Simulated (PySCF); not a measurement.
## Working out the electron affinity of Te

Te⁻ [Kr] 4d10 5s2 5p5 (2P) → Te [Kr] 4d10 5s2 5p4 (3P). Computed with PySCF 2.14 in aug-cc-pVTZ-DK3 (8s7p5d2f, 68 functions), with scalar relativity by spin-free X2C-1e. Frozen: [Kr] 4d10. Energies in hartree (1 hartree = 27.21139 eV):

```tsv
part	Te⁻ (lower)	Te (upper)
UHF	-6790.631885	-6790.592978
MP2 opposite-spin	-0.088831	-0.066449
MP2 same-spin	-0.026189	-0.019461
```

What does Hartree-Fock give?

(-6790.592978) − (-6790.631885) = 0.038907 hartree = 1.059 eV.

What do MP2 and SCS-MP2 (6/5 opposite-spin, 1/3 same-spin) give?

The opposite-spin parts differ by 0.609 eV and the same-spin parts by 0.183 eV. MP2: 1.059 + (0.609) + (0.183) = 1.851 eV. SCS-MP2: 1.059 + 1.2 × (0.609) + (0.183)/3 = 1.851 eV.

A first-order spin-orbit estimate adds -0.030 eV to MP2 (valence), giving 1.821 eV against 1.971 eV (measured; photodetachment measurements, as compiled on the Wikipedia data page of electron affinities).

What remains against the reference includes basis incompleteness, the frozen core and correlation beyond second order.
